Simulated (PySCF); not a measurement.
Compound: C4H12BF2N.
InChI=1S/C4H12BF2N/c1-8(2,5)3-4(6)7/h4H,3H2,1-2,5H3

Torsions of this conformer, `[BH3-:1][N+:2]([CH3:3])([CH3:4])[CH2:5][CH:6]([F:7])[F:8]`: B1–N2–C5–C6 50°, N2–C5–C6–F7 67°.

The closed-shell ground state was solved at several levels (PySCF, density fitting, gas phase, non-relativistic). Isolated species at its PBE0-D3(BJ)/def2-SVP geometry (one conformer only).

```csv
level,basis functions,HOMO (eV),LUMO (eV),gap (eV),dipole (D)
PBE0/pcSseg-1,196,-7.94,0.79,8.73,4.44
wB97X-D/def2-SVPD,262,-9.90,1.91,11.81,4.31
```

(1) Estimate the row for CAM-B3LYP/pcSseg-1, a basis of 196 functions; the other rows only guide the guess.

(2) Over all these levels, which gives the widest orbital gap and which the narrowest?

(3) How far do the dipole and the HOMO energy spread over the levels?

Answers

(1) HOMO -9.40 eV, LUMO 1.68 eV, gap 11.08 eV, dipole 4.47 D.

(2) wB97X-D/def2-SVPD (range-separated hybrid) has the widest, 11.81 eV, and PBE0/pcSseg-1 (global hybrid, 25 % exact exchange) the narrowest, 8.73 eV. Functional and basis both differ between the two, so the spread mixes both effects.

(3) The dipole runs from 4.31 to 4.47 D (mean 4.41 D) and the HOMO from -9.90 to -7.94 eV.
